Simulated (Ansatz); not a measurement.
Consider the isomerisation: `O[SiH2][SiH2]CF` → `FC([SiH3])O[SiH3]`.

Program: Ansatz. Geometries: PBE0-D4/def2-TZVP. ΔE: electronic, gas phase. CBS: MP2 limit from def2 TZ/QZ plus the TZ coupled-cluster correction, frozen cores. DFT in def2-TZVPP. One conformer a species, not always the lowest.

Question: Is it downhill or uphill in electronic energy at CCSD(T)/CBS, and by how much? (Best estimate.)

Answer: The calculation gave: Uphill: ΔE = +49.2 kJ/mol.

Question: What do these levels give: r2SCAN, HF/def2-TZVPP, MP2/def2-TZVPP, HF/def2-QZVPP, SCS-MP2/def2-QZVPP, MP2/CBS(def2)? (Estimate.)

Answer: Ansatz gave: r2SCAN 49.7, HF/def2-TZVPP 30.5, MP2/def2-TZVPP 44.3, HF/def2-QZVPP 30.1, SCS-MP2/def2-QZVPP 42.2, MP2/CBS(def2) 49.3 kJ/mol.

Largest T1 diagnostic among the species: 0.012.

In def2-TZVPP, CCSD(T) changes the Hartree–Fock value by +13.7 kJ/mol (the triples alone add +0.3 kJ/mol) and MP2 by +13.9 kJ/mol.
